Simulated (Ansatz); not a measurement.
Reaction: H2SO4 (SMILES O=S(=O)(O)O) + H+ → H3SO4+ (SMILES OS(O)(=O)=[OH+])
Each species at its own B3LYP-D3(BJ)/def2-TZVP minimum (Ansatz, a first-principles code), one conformer.

Total energies in hartree (Ansatz). UHF or UKS for unpaired electrons; spin-orbit terms are left out. Correlated methods leave the cores frozen. No relativity.

| species | HF/cc-pV(T+d)Z | CCSD(T)/cc-pV(T+d)Z | HF/cc-pV(Q+d)Z | CCSD(T)/cc-pV(Q+d)Z | CCSD(T)/cc-pV(D+d)Z | CCSDT(Q)/cc-pV(D+d)Z |
|---|---|---|---|---|---|---|
| 1: H2SO4 (SMILES O=S(=O)(O)O) | -698.27025 | -699.45644 | -698.30132 | -699.58004 | -699.02988 | -699.03338 |
| 2: H3SO4+ (SMILES O=S(O)(O)=[OH+]) | -698.56033 | -699.74242 | -698.59087 | -699.86239 | -699.32060 | -699.32404 |

### Question
Work out the proton affinity (electronic), positive where energy is released in kcal/mol: take Hartree-Fock from cc-pV(Q+d)Z, extrapolate the CCSD(T) correlation energy as X^-3 (X = 3, 4), and add CCSDT(Q) - CCSD(T) in cc-pV(D+d)Z. 1 hartree = 627.51 kcal/mol.

### Answer

Species 1: correlation (64·(-1.27872) - 27·(-1.18619))/37 = -1.34624; step -0.00350; E1 = -698.30132 + (-1.34624) + (-0.00350) = -699.65106
H+ has no electrons: E = 0
Species 2: correlation (64·(-1.27152) - 27·(-1.18209))/37 = -1.33678; step -0.00344; E2 = -698.59087 + (-1.33678) + (-0.00344) = -699.93109
+1·E1 -1·E2 = 0.28003 hartree = 175.7 kcal/mol.
